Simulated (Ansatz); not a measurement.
Program: Ansatz. Geometries: PBE0-D4/def2-TZVP. ΔE: electronic, gas phase. CCSD(T)/CBS is the MP2 limit (def2-TZVPP, def2-QZVPP) plus CCSD(T) − MP2 in def2-TZVPP, frozen cores. This one scheme is used for every species. DFT in def2-TZVPP. Elements past krypton have def2 core potentials. For W outer-core shells are correlated without core-valence functions, which leaves a few kJ/mol of doubt a bond. Each species was taken in one conformer, which may not be the lowest.

Reaction (ligand exchange at a W–Cl bond): `C[O][W](=[NH])(=[NH])[Cl]` + CH₃OH → `C[O][W](=[NH])(=[NH])[O]C` + HCl

Task: Is it downhill or uphill in electronic energy at CCSD(T)/CBS, and by how much? (Estimate.)

Result: Computed: Uphill: ΔE = +0.36 eV.

Task: What do these levels give: LDA (SPW92), ωB97X-V, PBE-QIDH, BLYP, r2SCANh, MP2/def2-TZVPP? (An estimate is asked.)

Result: Computed: LDA (SPW92) 0.28, ωB97X-V 0.30, PBE-QIDH 0.41, BLYP 0.31, r2SCANh 0.36, MP2/def2-TZVPP 0.45 eV.

Largest T1 diagnostic among the species: 0.019.

Leaving LDA and LC-ωPBE aside and taking each functional with its dispersion term where it has one, the values, not all of them listed here, spread over 0.16 eV, from CAM-B3LYP-D4 to PBE-QIDH. LDA lies −0.08 eV from PBE without D4. From BLYP to BHLYP (50 % exact exchange), in def2-TZVPP and without D4, ΔE moves by +0.04 eV.
